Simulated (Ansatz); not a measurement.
Relaxation of C2H8AlNS2 (14 atoms, charge 0, multiplicity 1), to a largest force component of 0.02 eV/Å in at most 40 steps.

Theory: Ansatz 0.2.0, RHF/STO-3G.

```xyz
14
Properties=species:S:1:pos:R:3
C -0.401 -1.676 0.532
N -0.969 -0.325 0.095
C 0.035 0.728 -0.048
Al 1.462 0.405 -1.529
S -0.751 2.293 -0.462
S 0.996 0.981 1.522
H 0.355 -2.008 -0.170
H -1.245 -2.346 0.522
H -0.042 -1.565 1.594
H -1.427 -0.448 -0.811
H 2.328 -0.888 -1.459
H 1.516 1.433 -2.724
H -1.677 2.272 0.642
H -0.192 1.114 2.324
```

Task: Where does it end, and by what steps?

Result: It converged. The force dipped under the threshold on the way, but the program's further checks kept it going. Limits of this set-up: minimal basis. After 29 steps the energy has fallen by 1.187 eV; H12 moved furthest, 1.73 Å.

```
step  energy less start (eV)  largest force component (eV/Å)  accepted
   0                  0.0000                           4.509       yes
   2                 -1.0878                           0.730       yes
   4                 -1.1097                           0.108       yes
   6                 -1.1158                           0.043       yes
   8                 -1.1177                           0.123       yes
  10                 -1.1204                           0.075       yes
  12                 -1.1249                           0.336       yes
  14                 -1.1307                           0.125       yes
  16                 -1.1415                           0.188       yes
  18                 -1.1623                           0.096       yes
  20                 -1.1587                           0.602        no
  22                 -1.1814                           0.047       yes
  24                 -1.1856                           0.073       yes
  26                 -1.1869                           0.019       yes
  28                 -1.1868                           0.068        no
  29                 -1.1871                           0.012       yes
```

```xyz
14
Properties=species:S:1:pos:R:3
C -0.520 -1.663 0.296
N -0.987 -0.258 0.171
C 0.148 0.739 0.052
Al 1.454 0.353 -1.332
S -0.615 2.321 -0.440
S 0.976 0.832 1.669
H 0.118 -1.991 -0.532
H -1.384 -2.324 0.334
H 0.042 -1.778 1.221
H -1.531 -0.205 -0.707
H 2.876 0.657 -1.093
H 0.962 -0.206 -2.605
H -1.431 2.444 0.604
H -0.121 1.050 2.391
```

Time of the run: 2.8 min on 1 thread of AMD EPYC 7571, with other jobs on the host, peak memory 0.17 GiB.
